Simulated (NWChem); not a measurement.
System: SrCl₂ cation, doublet; SMILES of the neutral closed-shell parent [Cl][Sr][Cl]

NWChem printed, in part:

```
             Northwest Computational Chemistry Package (NWChem) 7.3.0
             --------------------------------------------------------

 C2V symmetry detected

                             Geometry "geometry" -> ""
                             -------------------------

 Output coordinates in angstroms (scale by  1.889725989 to convert to a.u.)

  No.       Tag          Charge          X              Y              Z
 ---- ---------------- ---------- -------------- -------------- --------------
    1 Sr                  38.0000     0.00000000     0.00000000    -1.08260864
    2 Cl                  17.0000     0.00000000     1.38077100     1.20997436
    3 Cl                  17.0000     0.00000000    -1.38077100     1.20997436

 Effective nuclear repulsion energy (a.u.)     310.8448759090

      Symmetry information
      --------------------

 Group name             C2v
 Group number             16
 Group order               4
 No. of unique centers     2

 Summary of "ao basis" -> "ao basis" (spherical)
 ------------------------------------------------------------------------------
       Tag                 Description            Shells   Functions and Types
 ---------------- ------------------------------  ------  ---------------------
 Sr                         def2-svp                 9       23   4s3p2d
 Cl                         def2-svp                 8       18   4s3p1d

      Symmetry analysis of basis
      --------------------------

        a1         24
        a2          7
        b1         10
        b2         18

            General Information
            -------------------
          SCF calculation type: DFT
          Wavefunction type:  spin polarized.
          No. of atoms     :     3
          No. of electrons :    43
           Alpha electrons :    22
            Beta electrons :    21
          Charge           :     1
          Spin multiplicity:     2
          Use of symmetry is: off; symmetry adaption is: on
          Maximum number of iterations: 150
          AO basis - number of functions:    59
                     number of shells:    25
          Convergence on energy requested:  1.00D-06
          Convergence on density requested:  1.00D-05
          Convergence on gradient requested:  5.00D-04

[...]

                                NWChem TDDFT Module
                                -------------------

            General Information
            -------------------
           No. of orbitals :     118
            Alpha orbitals :      59
             Beta orbitals :      59
        Alpha frozen cores :       0
         Beta frozen cores :       0
     Alpha frozen virtuals :       0
      Beta frozen virtuals :       0
         Spin multiplicity :       2
    Number of AO functions :      59
        Use of symmetry is : off
      Symmetry adaption is : on
         Schwarz screening :  0.10D-07

              XC Information
              --------------
              Hartree-Fock (Exact) Exchange   1.00
              LC-wPBE(h)Exchange Functional   0.80
     Perdew 1991 LDA Correlation Functional   1.00 local
    PerdewBurkeErnz. Correlation Functional   1.00 non-local
           Alpha           :  0.20
           Beta            :  0.80
           Gamma           :  0.20

             TDDFT Information
             -----------------
          Calculation type : Tamm-Dancoff TDDFT
         Wavefunction type : Unrestricted
          No. of electrons :      43
           Alpha electrons :      22
            Beta electrons :      21
              No. of roots :       6
          Max subspacesize :    5200
            Max iterations :     100
               Target root :       1
           Target symmetry : none
      Symmetry restriction : off
                 Algorithm : Optimal
        Davidson threshold :  0.10D-03

    6 smallest eigenvalue differences (eV)
--------------------------------------------------------
  No. Spin  Occ  Vir  Irrep   E(Occ)    E(Vir)   E(Diff)
--------------------------------------------------------
    1    2   21   22 a2       -0.541    -0.286     6.932
    2    2   20   22 a1       -0.561    -0.286     7.487
    3    2   19   22 b2       -0.566    -0.286     7.627
    4    2   18   22 b1       -0.571    -0.286     7.758
    5    2   17   22 a1       -0.590    -0.286     8.274
    6    1   22   23 a1       -0.538    -0.196     9.299
--------------------------------------------------------

  Entering Davidson iterations
  Unrestricted

  Iter   NTrls   NConv    DeltaV     DeltaE      Time
  ----  ------  ------  ---------  ---------  ---------
    1      6       0     0.19E+00   0.10+100        6.5
    2     12       0     0.39E-01   0.44E-01        6.7
    3     18       0     0.12E-01   0.19E-02        7.0
    4     24       0     0.38E-02   0.12E-03        6.3
    5     30       2     0.92E-03   0.16E-04        5.9
    6     34       4     0.52E-03   0.27E-05        5.7
    7     36       5     0.34E-03   0.66E-06        4.2
    8     37       6     0.95E-04   0.13E-06        3.8
  ----  ------  ------  ---------  ---------  ---------
  Convergence criterion met

  Ground state b2       -950.367325051810 a.u.
  <S2> =   0.7552

  ----------------------------------------------------------------------------
  Root   1         a2             0.048793155 a.u.                1.3277 eV
  <S2> =   0.7592
  ----------------------------------------------------------------------------
     Transition Moments    X  0.05672   Y  0.00000   Z  0.00000
     Dipole Oscillator Strength                    0.0001046663
     Electric Quadrupole                           0.0000000000
     Magnetic Dipole                               0.0000000300
     Total Oscillator Strength                     0.0001046963

[...]
```

Level: LRC-wPBEh/def2-SVP with def2 effective core potentials on Sr, spin-unrestricted, TDA. In the optimisation the excess spin sits in b2 (C2v, its own frame). The geometry was optimised at PBE-D3(BJ)/def2-SVP, spin-unrestricted. This spin state was assumed; another may lie lower. No stability test was run on the SCF state. def2 effective core potentials on Sr; no spin-orbit coupling.

Reconstruct the input file.

This is not unique; one that fits is the input that was run:
```
start job
memory heap 200 mb stack 900 mb global 1100 mb
charge 1
geometry units angstroms noautoz
  Sr     0.000000     0.000000    -1.103893
  Cl     0.000000     1.380771     1.188690
  Cl     0.000000    -1.380771     1.188690
end
basis spherical
  * library def2-svp
end
ecp
  Sr library def2-ecp
end
dft
  odft
  mult 2
  xc xwpbe 0.80 cpbe96 1.0 hfexch 1.00
  cam 0.2 cam_alpha 0.2 cam_beta 0.8
  iterations 150
end
tddft
  cis
  nroots 6
end
task tddft energy
```
